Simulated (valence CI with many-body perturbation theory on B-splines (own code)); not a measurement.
## Forbidden lines of Ta²⁴⁺

Level of theory: relativistic CI+MBPT: three valence electrons over a frozen Dirac-Fock core [Kr] 4d10, a basis of 7 s, 7 p, 7 d, 7 f, 4 g, 2 h functions for each j, with the one-electron correlation potential Σ1, the two-electron term Σ2, the three-electron term Σ3, Breit, model QED; selected CI, second order for the rest, scaled by the run's own slope (own B-spline code, finite nucleus).

No measured spectrum was set against this ion. As an estimate, terms of the open shell hold to a few per cent of their energy, and close levels can change places. Excitations out of the core, of the other parity, are not computed and may begin above about 157 eV (a cautious bound); beyond it only levels of the ground parity were kept, without lifetimes.

Lines 51 to 100 of 120 in falling wavelength, among levels below 1266100 cm⁻¹, chosen from the decays that carry over 1 % of a level's rate. Wavelengths and rates use the calculated energies, so an error of 2000 cm⁻¹ moves a line at 3603 Å by 7.2 % and its rate by three times that or more. Electric multipoles are in the length gauge, E1 and E2 with the static RPA response of the core. S is in atomic units (e²a₀⁴ for E2 and M2, e²a₀⁶ for E3), for M1 in squared Bohr magnetons. Weak lines are less certain than strong ones. Lines between different terms over intervals too small for the method are left out, as are lines whose strength nearly cancels. Where a level lies close to another of its J and parity, the split of strength between their lines is uncertain.

Levels are named by their leading jj configuration (3d3/2^4 stands for four electrons in 3d with j = 3/2), which in mixed levels can hold well under half, so a name can repeat and another be missing. Letters in brackets count levels of one name in rising energy.

| λ vac (Å) | Upper | Lower | Type | A (s⁻¹) | S (a.u.) |
| --- | --- | --- | --- | --- | --- |
| 3603 | (4f5/2 4f7/2^2) J=3/2 [b] | (4f5/2^2 4f7/2) J=1/2 | M1 | 1.68e+02 | 1.17e+00 |
| 3502 | (4f5/2 4f7/2^2) J=11/2 [b] | (4f5/2^2 4f7/2) J=13/2 | M1 | 8.92e+00 | 1.70e-01 |
| 3494 | (4f5/2 4f7/2^2) J=3/2 [a] | (4f5/2^2 4f7/2) J=5/2 [a] | M1 | 1.30e+02 | 8.22e-01 |
| 3453 | (4f5/2 4f7/2^2) J=11/2 [b] | (4f5/2 4f7/2^2) J=11/2 [a] | M1 | 1.36e+02 | 2.50e+00 |
| 3423 | (4f5/2 4f7/2^2) J=7/2 [a] | (4f5/2^2 4f7/2) J=5/2 [a] | M1 | 7.52e+01 | 8.94e-01 |
| 3382 | (4f5/2 4f7/2^2) J=5/2 [a] | (4f5/2^2 4f7/2) J=7/2 [b] | M1 | 1.03e+01 | 8.85e-02 |
| 3359 | (4f7/2^3) J=9/2 | (4f5/2 4f7/2^2) J=9/2 [a] | M1 | 2.96e+02 | 4.15e+00 |
| 3265 | (4f5/2^2 4f7/2) J=5/2 [c] | (4f5/2^2 4f7/2) J=5/2 [b] | M1 | 4.77e+01 | 3.69e-01 |
| 3248 | (4f5/2 4f7/2^2) J=7/2 [b] | (4f5/2 4f7/2^2) J=9/2 [b] | M1 | 9.23e+00 | 9.38e-02 |
| 3247 | (4f5/2 4f7/2^2) J=17/2 | (4f5/2^2 4f7/2) J=15/2 | M1 | 1.41e+02 | 3.22e+00 |
| 3201 | (4f5/2 4f7/2^2) J=3/2 [b] | (4f5/2 4f7/2^2) J=3/2 [a] | M1 | 3.32e+02 | 1.61e+00 |
| 3089 | (4f5/2^2 4f7/2) J=15/2 | (4f5/2 4f7/2^2) J=15/2 [a] | M1 | 1.77e+02 | 3.10e+00 |
| 3055 | (4f7/2^3) J=9/2 | (4f5/2^2 4f7/2) J=7/2 [b] | M1 | 7.11e+01 | 7.52e-01 |
| 3048 | (4f5/2^2 4f7/2) J=5/2 [c] | (4f5/2^2 4f7/2) J=7/2 [a] | M1 | 1.11e+01 | 6.99e-02 |
| 3028 | (4f5/2 4f7/2^2) J=7/2 [b] | (4f5/2 4f7/2^2) J=7/2 [a] | M1 | 9.54e+00 | 7.85e-02 |
| 2990 | (4f5/2^2 4f7/2) J=5/2 [c] | (4f5/2^2 4f7/2) J=3/2 [a] | M1 | 3.23e+00 | 1.92e-02 |
| 2973 | (4f5/2 4f7/2^2) J=11/2 [a] | (4f5/2 4f7/2^2) J=13/2 [a] | M1 | 8.56e+01 | 1.00e+00 |
| 2938 | (4f5/2^2 4f7/2) J=13/2 | (4f5/2 4f7/2^2) J=13/2 [a] | M1 | 8.62e+01 | 1.13e+00 |
| 2792 | (4f5/2 4f7/2^2) J=9/2 [b] | (4f5/2^2 4f7/2) J=9/2 | M1 | 1.07e+02 | 8.60e-01 |
| 2719 | (4f5/2^2 4f7/2) J=3/2 [b] | (4f5/2^2 4f7/2) J=5/2 [b] | M1 | 2.00e+01 | 5.97e-02 |
| 2643 | (4f5/2 4f7/2^2) J=5/2 [a] | (4f5/2^2 4f7/2) J=5/2 [b] | M1 | 3.54e+01 | 1.45e-01 |
| 2604 | (4f5/2^2 4f7/2) J=5/2 [c] | (4f5/2^2 4f7/2) J=5/2 [a] | M1 | 3.01e+01 | 1.18e-01 |
| 2562 | (4f5/2 4f7/2^2) J=15/2 [b] | (4f5/2^2 4f7/2) J=13/2 | M1 | 3.06e+02 | 3.05e+00 |
| 2549 | (4f5/2 4f7/2^2) J=13/2 [b] | (4f5/2^2 4f7/2) J=13/2 | M1 | 7.15e+01 | 6.14e-01 |
| 2526 | (4f5/2^2 4f7/2) J=3/2 [b] | (4f5/2^2 4f7/2) J=3/2 [a] | M1 | 1.27e+02 | 3.03e-01 |
| 2523 | (4f5/2 4f7/2^2) J=13/2 [b] | (4f5/2 4f7/2^2) J=11/2 [a] | M1 | 2.79e+01 | 2.32e-01 |
| 2499 | (4f5/2 4f7/2^2) J=5/2 [a] | (4f5/2^2 4f7/2) J=7/2 [a] | M1 | 1.77e+02 | 6.15e-01 |
| 2460 | (4f5/2 4f7/2^2) J=5/2 [a] | (4f5/2^2 4f7/2) J=3/2 [a] | M1 | 7.47e+01 | 2.47e-01 |
| 2451 | (4f5/2 4f7/2^2) J=3/2 [a] | (4f5/2^3) J=3/2 | M1 | 6.84e+01 | 1.49e-01 |
| 2402 | (4f5/2^2 4f7/2) J=9/2 | (4f5/2^3) J=9/2 | M1 | 2.81e+02 | 1.44e+00 |
| 2316 | (4f7/2^3) J=9/2 | (4f5/2^2 4f7/2) J=7/2 [a] | M1 | 1.98e+01 | 9.12e-02 |
| 2312 | (4f5/2 4f7/2^2) J=7/2 [b] | (4f5/2 4f7/2^2) J=9/2 [a] | M1 | 6.74e+00 | 2.47e-02 |
| 2258 | (4f5/2^2 4f7/2) J=1/2 | (4f5/2^3) J=3/2 | M1 | 1.50e+02 | 1.28e-01 |
| 2201 | (4f5/2^2 4f7/2) J=11/2 [b] | (4f5/2^2 4f7/2) J=9/2 | M1 | 1.75e+01 | 8.28e-02 |
| 2193 | (4f5/2 4f7/2^2) J=5/2 [a] | (4f5/2^2 4f7/2) J=5/2 [a] | M1 | 2.45e+01 | 5.75e-02 |
| 2180 | (4f5/2^2 4f7/2) J=15/2 | (4f5/2 4f7/2^2) J=13/2 [a] | M1 | 2.13e+02 | 1.31e+00 |
| 2164 | (4f5/2 4f7/2^2) J=7/2 [b] | (4f5/2^2 4f7/2) J=7/2 [b] | M1 | 8.41e+00 | 2.53e-02 |
| 2128 | (4f5/2 4f7/2^2) J=9/2 [a] | (4f5/2^2 4f7/2) J=11/2 [a] | M1 | 5.62e+01 | 2.01e-01 |
| 2036 | (4f5/2 4f7/2^2) J=11/2 [a] | (4f5/2^2 4f7/2) J=11/2 [a] | M1 | 8.80e+01 | 3.30e-01 |
| 2019 | (4f5/2^2 4f7/2) J=13/2 | (4f5/2^2 4f7/2) J=11/2 [a] | M1 | 3.63e+02 | 1.55e+00 |
| 1977 | (4f5/2^2 4f7/2) J=5/2 [c] | (4f5/2^3) J=3/2 | M1 | 1.03e+02 | 1.77e-01 |
| 1971 | (4f5/2 4f7/2^2) J=1/2 | (4f5/2^2 4f7/2) J=3/2 [a] | M1 | 4.11e+01 | 2.33e-02 |
| 1939 | (4f5/2^2 4f7/2) J=7/2 [a] | (4f5/2^3) J=9/2 | M1 | 2.69e+01 | 5.81e-02 |
| 1920 | (4f5/2 4f7/2^2) J=3/2 [b] | (4f5/2^2 4f7/2) J=5/2 [b] | M1 | 2.19e+01 | 2.30e-02 |
| 1882 | (4f7/2^3) J=9/2 | (4f5/2^2 4f7/2) J=9/2 | M1 | 9.93e+00 | 2.45e-02 |
| 1866 | (4f5/2^2 4f7/2) J=11/2 [b] | (4f5/2 4f7/2^2) J=13/2 [a] | M1 | 4.58e+01 | 1.32e-01 |
| 1860 | (4f5/2^2 4f7/2) J=5/2 [b] | (4f5/2^3) J=9/2 | E2 | 6.20e-01 | 7.39e-02 |
| 1837 | (4f5/2 4f7/2^2) J=11/2 [b] | (4f5/2^2 4f7/2) J=9/2 | M1 | 5.11e+01 | 1.41e-01 |
| 1836 | (4f5/2 4f7/2^2) J=7/2 [b] | (4f5/2^2 4f7/2) J=5/2 [b] | M1 | 3.06e+00 | 5.62e-03 |
| 1822 | (4f5/2 4f7/2^2) J=3/2 [b] | (4f5/2^2 4f7/2) J=3/2 [a] | M1 | 1.17e+01 | 1.05e-02 |
